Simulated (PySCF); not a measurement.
Species: C6H8N2.
Cartesian coordinates in Å at the GFN2-xTB level; atoms count from 1:
```
atom  x, y, z in Å
N1    -3.080    0.863   -1.406
C2    -2.418    0.343   -0.632
C3    -1.559   -0.287    0.336
C4    -0.218    0.462    0.433
C5     0.693   -0.216    1.430
N6     1.767   -0.682    0.979
C7     1.875   -0.427   -0.434
C8     0.623    0.385   -0.853
H9    -1.388   -1.325    0.036
H10   -2.065   -0.284    1.307
H11   -0.416    1.495    0.735
H12    0.436   -0.314    2.473
H13    2.806    0.115   -0.614
H14    1.951   -1.389   -0.947
H15    0.081   -0.108   -1.658
H16    0.904    1.378   -1.197
```

The closed-shell SCF was solved with PySCF and density fitting under several settings on one GFN2-xTB geometry (grid level 2 and gas phase unless stated).

| settings | basis functions | SCF cycles | E (Eh) | HOMO (eV) | LUMO (eV) | dipole (D) |
| --- | --- | --- | --- | --- | --- | --- |
| PBE0/pcSseg-1 | 176 | 14 | -342.4738 | -7.76 | -0.38 | 2.02 |
| PBE0/def2-SVPD | 224 | 14 | -342.2833 | -7.79 | -0.51 | 2.08 |

Q: Estimate the row for these settings: PBE0/6-31G*, energy threshold 1e-06 Eh, start guess sap.

A: 
```tsv
settings	basis functions	SCF cycles	E (Eh)	HOMO (eV)	LUMO (eV)	dipole (D)
PBE0/6-31G*, energy threshold 1e-06 Eh, start guess sap	128	15	-342.5113	-7.51	-0.05	2.01
```

Q: Over all rows, what range does the HOMO–LUMO gap span?

A: From 7.28 eV (PBE0/def2-SVPD) to 7.46 eV (PBE0/6-31G*, energy threshold 1e-06 Eh, start guess sap).

Q: And the dipole moment?

A: From 2.01 D (PBE0/6-31G*, energy threshold 1e-06 Eh, start guess sap) to 2.08 D (PBE0/def2-SVPD); the largest is 1.03 times the smallest, and the median is 2.02 D.

Q: Compare two rows with the functional PBE0: PBE0/def2-SVPD and PBE0/6-31G*, energy threshold 1e-06 Eh, start guess sap. Which energy is lower, and by how much?

A: PBE0/6-31G*, energy threshold 1e-06 Eh, start guess sap (128 functions) lies 0.2280 Eh or 143 kcal/mol below PBE0/def2-SVPD (224 functions). The smaller set gives the lower energy; the two sets aren't nested, so the variational bound doesn't order them by size.

Cycle counts include a coarse-grid stage where the run had one. All basis functions are spherical, in the Pople sets too.

One conformer stands for the species.
